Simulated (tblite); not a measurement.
Species: C6H11NOSi.
Structure used (GFN2-xTB), in Å, numbered top down from 1:
```xyz
20
C6H11NOSi angstrom
C      4.136    0.451   -0.139
N      2.993    0.888   -0.373
C      1.729    0.446   -0.145
O      1.132    0.646    0.898
C      1.084   -0.147   -1.325
C     -0.175   -0.561   -1.218
Si    -1.193   -0.397    0.380
C     -2.767   -1.402   -0.039
C     -1.766    1.398    0.651
H      4.989    1.046   -0.442
H      4.338   -0.503    0.348
H      1.683   -0.228   -2.223
H     -0.641   -1.010   -2.085
H     -0.580   -1.067    1.529
H     -3.315   -0.973   -0.874
H     -3.444   -1.430    0.809
H     -2.534   -2.431   -0.297
H     -2.449    1.448    1.494
H     -0.932    2.057    0.859
H     -2.292    1.779   -0.220
```

Calculated harmonic vibrations of the isolated species, GFN2-xTB (tblite), most abundant isotopes, no scaling. This tight-binding method is rough: wavenumbers can miss measured ones by several per cent, in bad cases by 10 to 20. Modes of hydrogen on silicon can be 10 to 20 % off. One conformer, not necessarily the lowest.

Harmonic wavenumbers (cm⁻¹): 40.0, 76.7, 84.1, 103.3, 126.3, 135.0, 148.4, 175.3, 203.8, 238.2, 288.0, 330.9, 408.5, 552.2, 598.7, 622.4, 652.1, 705.8, 719.4, 725.5, 750.7, 793.0, 809.3, 833.6, 843.6, 863.0, 920.5, 931.0, 983.1, 1118.1, 1135.7, 1158.2, 1312.8, 1362.6, 1383.1, 1426.9, 1477.1, 1485.8, 1502.5, 1508.2, 1626.5, 1675.8, 1813.6, 2233.9, 2935.8, 3024.0, 3034.4, 3034.8, 3036.3, 3038.2, 3045.8, 3052.6, 3056.6, 3075.5.

A = 3332, B = 711.5, C = 646.0 MHz; mass 141.061 u (most abundant isotopes); point group C1, symmetry number 1.

Task: What is the zero-point energy?

Result: ½Σν̃ = 33609 cm⁻¹ = 402.05 kJ/mol.

Task: What is S at 273.15 K and 1 bar for an ideal gas of classical rigid rotors and harmonic oscillators?

Result: Translation 168.76, rotation 123.30, vibration 151.87: S = 443.9 J/(mol K).

Task: And Cp and H(273.15 K) − H(0)?

Result: Cp = 177.24 J/(mol K), of which vibrations give 143.98 (their classical limit is 54 R = 449.0); H(273.15 K) − H(0) = 30.47 kJ/mol without the zero-point energy, 21.39 from vibrations.

Task: Which modes carry the vibrational entropy at 273.15 K?

Result: 40.0 cm⁻¹: 21.28; 76.7 cm⁻¹: 15.91; 84.1 cm⁻¹: 15.15; 103.3 cm⁻¹: 13.48; 126.3 cm⁻¹: 11.85; 135.0 cm⁻¹: 11.32 J/(mol K); the other 48 give 62.88 together.

Task: What must be added to the electronic energy to get the Gibbs energy at 273.15 K and 1 bar?

Result: ZPE + [H(273.15 K) − H(0)] − T·S = 402.05 + 30.47 − 121.26 = 311.26 kJ/mol.

Task: Blend soft modes into free rotors: weight 1/[1 + (100 cm⁻¹/ν̃)⁴] for the oscillator and the rest for a rotor with moment μB/(μ + B), μ = h/(8π²ν), B = 10⁻⁴⁴ kg m². What vibrational entropy results?

Result: 140.31 J/(mol K) in place of 151.87, which changes −T·S at 273.15 K by +3.16 kJ/mol.

Hindered rotation and anharmonicity are outside this model. Other conformers, if any are populated, would add a mixing term that is left out. The structure is chiral; the term R ln 2 for an equal mix with its mirror image is left out.
